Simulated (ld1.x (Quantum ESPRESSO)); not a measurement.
**manganese, TM: configuration errors across variants**

manganese (Mn), norm-conserving Troullier–Martins (Kleinman–Bylander form), made with ld1.x (Quantum ESPRESSO) 7.5 (revPBE, fully relativistic). Core [Ar], reference 3d5 4s1.5 4p0 (charge +0.5). Waves: 4p (bound, empty): rc 0.90 bohr; 3d (bound): rc 1.90 bohr; 4s (bound): rc 2.20 bohr. Local part: the s channel. Core correction: none.

Open shells are filled in proportion to 2j + 1 (rel_dist='average').

All-electron excitation energies from the reference (eV): (1) 3d5 4s2 4p0 -3.326; (2) 3d5 4s1 4p0 5.004; (3) 3d5 4s0 4p0 20.445; (4) 3d4 4s0 4p0 52.858.

For the base: The 4p radius (0.90 bohr) lies inside the outermost node of the all-electron wave (1.15 bohr), which a nodeless pseudo-wave cannot match soundly.

Tests that are not counted but printed errors over 1 eV. “base”: 3d5 4s0 4p2 (solver errors, printed error -308 eV); 3d4 4s2 4p1 (solver errors, printed error -3.0 eV); 1 more. “wave 3d (bound): rc 1.90 bohr becomes 3d (bound): rc 1.80 bohr”: 3d5 4s0 4p2 (solver errors, printed error -310 eV); 3d4 4s2 4p1 (solver errors, printed error -3.0 eV); 1 more. “wave 3d (bound): rc 1.90 bohr becomes 3d (bound): rc 2.12 bohr”: 3d4 4s2 4p1 (solver errors, printed error -339 eV); 3d5 4s0 4p2 (solver errors, printed error -301 eV); 1 more.

3 further variants failed, have other tests or too few solved ones, and are left out.

A true bound ghost makes a file unfit for plane-wave use even where its test errors are small: the radial tests pick states by their node count and pass the ghost by. Where a test does run into it, the solver fails or the error is huge.

Errors AE − PS in meV (a dash: test not solved or not reliable):

```csv
change,(1),(2),(3),(4),bound ghosts
base,+0.9,+3.6,+101,-51,"p3/2, p1/2"
wave 3d (bound): rc 1.90 bohr becomes 3d (bound): rc 1.80 bohr,+0.8,+3.4,+101,-67,"p3/2, p1/2"
wave 3d (bound): rc 1.90 bohr becomes 3d (bound): rc 2.12 bohr,+1.2,+3.9,+98,-3.1,"p3/2, p1/2"
```

(1) Give the same row for: wave 3d (bound): rc 1.90 bohr becomes 3d (bound): rc 2.72 bohr.

Results:

(1) +1.7, +3.0, +41, +166; bound ghosts: p3/2, p1/2. Not counted: 3d4 4s2 4p1 (solver errors, printed error -322 eV); 3d5 4s0 4p2 (solver errors, printed error -283 eV); 1 more.
